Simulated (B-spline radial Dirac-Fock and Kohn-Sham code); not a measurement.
# Hf⁺: N5-O23O23 lines in intermediate coupling

System: hafnium as Hf⁺, [Xe] 4f14 5d2 6s1 (not the ground configuration).

Model: ΔSCF Dirac-Fock with Breit, self-energy and vacuum polarisation, finite nucleus, configuration average. Program: a radial B-spline solver. The two-hole levels come from diagonalising the Coulomb interaction among the jj configurations; intensities are independent-particle Coulomb rates. Kinetic energies are from the vacuum level. Electron correlation is not included. Open outer shells are spectators and are not coupled to the holes.

| kinetic energy (eV) | J | leading jj holes (weight) | leading LS term (weight) | intensity (%) |
| --- | --- | --- | --- | --- |
| 106.4 | 0 | O2O2 (0.96) | ¹S0 (0.52) | 8.0 |
| 115.4 | 2 | O2O3 (0.98) | ¹D2 (0.78) | 73.5 |
| 117.2 | 1 | O2O3 (1.00) | ³P1 (1.00) | 0.3 |
| 121.8 | 0 | O3O3 (0.96) | ³P0 (0.52) | 1.8 |
| 124.6 | 2 | O3O3 (0.98) | ³P2 (0.78) | 16.5 |

The strongest line, by its leading LS label ¹D2, lies at 115.4 eV. The mean weight of the leading component is 0.98 in jj and 0.72 in LS coupling, so jj labels describe these levels better.

Values without a named source are computed, but for edge energies of neutral atoms, which are taken from tables.
